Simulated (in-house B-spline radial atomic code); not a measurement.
Radial electron density of Kr⁺, [Ar] 3d10 4s2 4p5. Level of theory: Dirac-Kohn-Sham BP86, spherical fractional occupations, Fermi nucleus of rms radius 4.1884 fm; calculated with a radial B-spline atomic code at the basis-set limit.

Columns: r (bohr), 4πr²n(r) (electrons per bohr), bar.

```
 0.00183    1.473 #
 0.00224    2.112 ##
 0.00273    2.987 ##
 0.00333    4.196 ###
 0.00407     5.86 #####
 0.00496     8.05 #######
 0.00606    10.95 #########
 0.00739    14.59 ############
 0.00902    19.07 ################
   0.011    24.26 ####################
  0.0134    29.92 #########################
  0.0164    35.71 ##############################
    0.02    40.65 ##################################
  0.0244       44 #####################################
  0.0298    45.01 #####################################
  0.0363    43.54 ####################################
  0.0444    40.39 ##################################
  0.0541    37.61 ###############################
   0.066     37.5 ###############################
  0.0806    41.39 ##################################
  0.0983    47.91 ########################################
    0.12       53 ############################################
   0.146    52.24 ###########################################
   0.179    44.48 #####################################
   0.218    34.83 #############################
   0.266    29.86 #########################
   0.325    32.14 ###########################
   0.396    36.56 ##############################
   0.484    35.82 ##############################
    0.59    27.99 #######################
    0.72    17.49 ###############
   0.879    9.793 ########
    1.07    6.536 #####
    1.31     5.69 #####
     1.6    4.949 ####
    1.95    3.542 ###
    2.38    1.958 ##
     2.9   0.8218 #
    3.54   0.2486 
    4.32  0.05206 
    5.27  0.00727 
    6.43 0.0006266
```

On this grid the curve has 3 maxima, near 0.0298, 0.12, 0.396 bohr.

The 4s1/2 radial function P(r) = rR(r), positive near the nucleus, with its small component Q(r) (sign convention: Q ≈ (P' + κP/r)/2c):

| r (bohr) | P | Q |
| --- | --- | --- |
| 0.000556 | 0.01217 | -0.001625 |
| 0.000827 | 0.01767 | -0.002376 |
| 0.00123 | 0.02553 | -0.003454 |
| 0.00183 | 0.03662 | -0.004988 |
| 0.00273 | 0.05208 | -0.007161 |
| 0.00407 | 0.07274 | -0.01015 |
| 0.00606 | 0.09885 | -0.01409 |
| 0.00902 | 0.1289 | -0.01904 |
| 0.0134 | 0.1572 | -0.02463 |
| 0.02 | 0.1712 | -0.02993 |
| 0.0298 | 0.1483 | -0.03274 |
| 0.0444 | 0.06224 | -0.03001 |
| 0.066 | -0.0917 | -0.01922 |
| 0.0983 | -0.2528 | -0.001594 |
| 0.146 | -0.2648 | 0.01418 |
| 0.218 | 0.007213 | 0.01633 |
| 0.325 | 0.3888 | 0.003308 |
| 0.484 | 0.38 | -0.009141 |
| 0.72 | -0.2035 | -0.008288 |
| 1.07 | -0.814 | -0.0004628 |
| 1.6 | -0.847 | 0.00356 |
| 2.38 | -0.43 | 0.002368 |
| 3.54 | -0.1028 | 0.0006066 |
| 5.27 | -0.009111 | 5.405e-05 |
